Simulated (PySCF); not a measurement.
```xyz
7

Zn    -0.0267     0.1996    -0.1074
N     -0.1342     0.9088     1.5753
H     -0.5411     1.8501     1.6250
H      0.7618     0.9641     2.0746
N      0.1142    -0.7528    -1.6627
H      0.3279    -0.1935    -2.4967
H     -0.7164    -1.3077    -1.9025
```

Charge 0, multiplicity 1.

### Question
Give the Mulliken and meta-Löwdin atomic charges from TPSSh-D3(BJ)/def2-TZVP // TPSS-D3(BJ)/def2-SVP in PySCF.

### Answer

```
atom  Mulliken (e)  meta-Löwdin (e)
----  ------------  ---------------
Zn1           0.44             1.12
N2           -0.69            -0.99
H3            0.24             0.21
H4            0.23             0.21
N5           -0.69            -0.99
H6            0.24             0.21
H7            0.23             0.21
```
